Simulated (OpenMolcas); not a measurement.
Levels of P⁺ by method

```json
{"Program": "OpenMolcas 26.06", "Basis": "ANO-RCC-VQZP [6s5p3d2f1g]", "Scalar Hamiltonian": "DKH2, point nucleus", "Active space": "2 electrons in 3 orbitals (3p)", "State averaging": "2S+1 = 3 even, 3 roots; 2S+1 = 1 even, 6 roots", "Spin-orbit coupling": "state interaction with AMFI integrals over the reference wave functions, term energies averaged over their components"}
```

Methods on the same reference wave functions:
A. CASSCF
B. SS-CASPT2, IPEA 0.25 Eh, imaginary shift 0.1 Eh (closed shells correlated: 2s 2p 3s)

Energies in cm-1 above 3s2 3p2 3P0, the measured ground level; measured values from NIST Handbook of Basic Atomic Spectroscopic Data.

```csv
Level,A,B,Measured
3s2 3p2 3P0,0.0,0.0,0.0
3s2 3p2 3P1,144,146,165
3s2 3p2 3P2,419,419,469
3s2 3p2 1D2,11611,8540,8882
3s2 3p2 1S0,28329,21230,21576
```

Deviations, from unrounded energies. A percentage is the sum of absolute deviations over the sum of measured energies, with the sign that they share, or ± where signs differ.

| Against measurement | Levels | A | B |
| --- | --- | --- | --- |
| mean absolute deviation (cm-1) | 4 | 2400 | 190 |
| fine structure of the ground term (%) | 2 | -11.2 | -10.8 |
| other terms of the ground configuration (%) | 2 | +31.1 | -2.2 |

B lies closest to measurement on these levels. The largest miss of B in the table is 3s2 3p2 1S0, by -350 cm-1. The ranking rests on the paired levels alone, and a cruder setting can come out closer through cancelling errors.

From A to B the spin-free energies of the other terms of 3s2 3p2 shown, above 3P, scale by factors of 0.73 to 0.75.

The lowest spin-free term lies below A's lowest term by 0.114 hartree in B.

Term energies are means over components that CASPT2 splits; among the terms shown or strongly mixed into the levels shown the widest spread is 91 cm-1 (3s2 3p2 1D, B). With the s shell closed, the reference lacks s² → p² mixing. Without dynamic correlation excited terms often stand tens of per cent too high (terms of higher spin than the ground term too low), and those without a measured partner can miss by more than the paired ones (holds for A). Measured partners are found by configuration, term and J. A level has none where our copy of the source lacks it or the pairing is in doubt (some pairs that miss far off the trend of their configuration count as doubtful), and it then counts in no deviation. Only configurations of the active space appear.
